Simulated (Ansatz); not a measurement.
Y4, relaxed as a quintet with UKS B3LYP-D4/def2-SVP in Ansatz, starting from the B3LYP-D4/def2-SVP geometry of the neutral singlet. Force threshold 0.02 eV/Å.

In the def2 sets Y takes a core potential; there is no spin–orbit coupling. At B3LYP-D4/def2-SVP a triplet of charge 0 lies 0.33 eV below the quintet, each at its own geometry. The structure comes from a short search, and lower isomers may exist.

Start:

Cartesian coordinates in Å:
```
Y -1.450 1.534 -0.393
Y 1.817 0.641 -0.274
Y -0.252 -1.536 -1.166
Y -0.115 -0.639 1.833
```

```tsv
step	energy (eV)	largest force component (eV/Å)	SCF passes
1	-4165.7681	0.546	70
2	-4165.8440	0.165	52
3	-4165.8464	0.165	56
4	-4165.8518	0.024	32
5	-4165.8519	0.002	29
```

Force components are those of the run's own axes.

End:

```
atom   x (Å)   y (Å)   z (Å)
  Y1  -1.362   1.443  -0.370
  Y2   1.856   0.733  -0.303
  Y3  -0.319  -1.560  -1.241
  Y4  -0.175  -0.616   1.914
```

By distances, no bond broke or formed. The bond that changes most is Y2–Y4, from 3.13 to 3.30 Å (atoms count from 1).

No frequencies were taken in this run, so the end may be a saddle point.

Run time 18 s (4 threads of Intel Xeon Platinum 8488C on a shared host).
